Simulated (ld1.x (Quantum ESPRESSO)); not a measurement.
**An all-electron radial function and its pseudo partner (platinum)**

Columns: radius, all-electron u(r) and pseudo u(r) of the 6p shell (level -14.35 eV) of platinum in the configuration [Xe] 4f14 5d8 6s0 6p0; PBE, scalar-relativistic, PAW scheme, ld1.x (Quantum ESPRESSO) 7.5.

| r (bohr) | all-electron | pseudo |
| --- | --- | --- |
| 0.128 | -0.1251 | 0.0027 |
| 0.255 | 0.0960 | 0.0107 |
| 0.382 | 0.1716 | 0.0239 |
| 0.510 | 0.0047 | 0.0425 |
| 0.638 | -0.1802 | 0.0662 |
| 0.765 | -0.2839 | 0.0947 |
| 0.893 | -0.2998 | 0.1280 |
| 1.020 | -0.2498 | 0.1653 |
| 1.148 | -0.1590 | 0.2066 |
| 1.275 | -0.0496 | 0.2506 |
| 1.402 | 0.0647 | 0.2968 |
| 1.530 | 0.1756 | 0.3446 |
| 1.658 | 0.2770 | 0.3926 |
| 1.785 | 0.3654 | 0.4393 |
| 1.912 | 0.4406 | 0.4839 |
| 2.040 | 0.5031 | 0.5253 |
| 2.168 | 0.5527 | 0.5622 |
| 2.295 | 0.5902 | 0.5931 |
| 2.422 | 0.6169 | 0.6174 |
| 2.550 | 0.6343 | 0.6343 |
| 2.678 | 0.6434 | 0.6434 |
| 2.805 | 0.6453 | 0.6453 |
| 2.932 | 0.6410 | 0.6410 |
| 3.060 | 0.6316 | 0.6316 |
| 3.188 | 0.6178 | 0.6178 |
| 3.315 | 0.6006 | 0.6006 |

Problem. How many radial nodes do the two functions have?

Solution. The all-electron 6p function has n − l − 1 = 4 (the table is too coarse to show those close to the nucleus); the pseudo-wave has 0, since the states of the same l below it are removed with the core.

Problem. At about which radius was the pseudo-wave matched?

Solution. 2.55 bohr. The columns agree to 0.0005 from 2.42 bohr on; several derivatives are matched, so the curves merge somewhat inside the radius.

Problem. Where does each function peak?

Solution. Outermost all-electron maximum near 2.81 bohr, pseudo maximum near 2.81 bohr (to the table’s step).

Problem. Is the pseudo-wave norm-conserving?

Solution. No, it belongs to a PAW set: the norm inside the radius is not constrained, and the difference is carried by the augmentation charge.
